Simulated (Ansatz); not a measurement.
A run on BCl2H3O4Si, SMILES `O[Si](O)(O)OB(Cl)Cl` with other settings.

```yaml
crystal:
  periodic: [false, false, false]
  atoms:
    - {symbol: O, position_ang: [0.519189, -0.368007, -2.162448]}
    - {symbol: Si, position_ang: [0.236598, -0.475687, -0.573334]}
    - {symbol: O, position_ang: [1.694061, -0.738424, 0.080045]}
    - {symbol: O, position_ang: [-0.892273, -1.580306, -0.176854]}
    - {symbol: O, position_ang: [-0.442900, 0.934798, -0.042910]}
    - {symbol: B, position_ang: [-0.576372, 1.567381, 1.115788]}
    - {symbol: Cl, position_ang: [0.189773, 0.961560, 2.595936]}
    - {symbol: Cl, position_ang: [-1.513205, 3.040706, 1.221488]}
    - {symbol: H, position_ang: [-0.233316, -0.264948, -2.745752]}
    - {symbol: H, position_ang: [1.763173, -0.630853, 1.031437]}
    - {symbol: H, position_ang: [-0.679330, -2.503120, -0.322795]}
basis:
  gaussian: {orbitals: cc-pVTZ-DK}
hamiltonian: {xc: {name: SPW92}, pseudopotentials: {relativity: none}}
output: {forces: true}
```

```sh
$ ansatz run in.yaml --threads 4 --pin off --events-out ev --progress --plain --max-ram 11315MiB
```

Output, abridged:

```
Functional definition: SPW92
1886 factors; their error is unknown
mean field evaluation 1: about -41627.1669 eV, gradient 1.1e2 eV
mean field evaluation 2: about -41560.5372 eV, gradient 2.2e2 eV
mean field evaluation 4: about -41646.3211 eV, gradient 2.0e1 eV
mean field evaluation 8: about -41646.9763 eV, gradient 1.4e-1 eV
mean field evaluation 16: about -41646.9027 eV, gradient 3.2e-3 eV
mean field -41646.90269635 eV, -1530.4954448064 hartree, gradient 2.2e-5 eV, S^2 0.000000; 0 other end points of the search recorded, 0 dependent functions left out
reference -41646.90273862 eV, -1530.4954463596 hartree; 44, 44 occupied and 250, 250 virtual orbitals, 1886 factors
WARN: the results are in doubt because the basis set is contracted for relativity, which is off
Total energy: -41646.90273862 eV, -1530.4954463596 hartree
Atom 0 at     0.519189    -0.368007    -2.162448 Å, force     0.518445    -0.028602     0.244127 eV/Å
Atom 1 at     0.236598    -0.475687    -0.573334 Å, force     0.027392    -0.130194     0.019787 eV/Å
Atom 2 at     1.694061    -0.738424     0.080045 Å, force     0.098221    -0.065313    -0.588405 eV/Å
Atom 3 at    -0.892273    -1.580306    -0.176854 Å, force    -0.256980     0.529299     0.136611 eV/Å
Atom 4 at    -0.442900     0.934798    -0.042910 Å, force    -0.143662     0.210818     0.104247 eV/Å
Atom 5 at    -0.576372     1.567381     1.115788 Å, force     0.010138    -0.008996     0.000563 eV/Å
Atom 6 at     0.189773     0.961560     2.595936 Å, force    -0.003538    -0.010058    -0.137855 eV/Å
Atom 7 at    -1.513205     3.040706     1.221488 Å, force     0.067043    -0.096731     0.008566 eV/Å
Atom 8 at    -0.233316    -0.264948    -2.745752 Å, force    -0.460189     0.061948    -0.365606 eV/Å
Atom 9 at     1.763173    -0.630853     1.031437 Å, force     0.013921     0.112306     0.664522 eV/Å
Atom 10 at    -0.679330    -2.503120    -0.322795 Å, force     0.129210    -0.574478    -0.086557 eV/Å
Dipole moment:    -0.113392    -0.414150    -0.140227 e Å
In doubt: the basis set is contracted for relativity, which is off
```

Run time 3.3 s (4 threads of an Arm Neoverse V1 on a shared host); peak host memory 0.6 GiB.
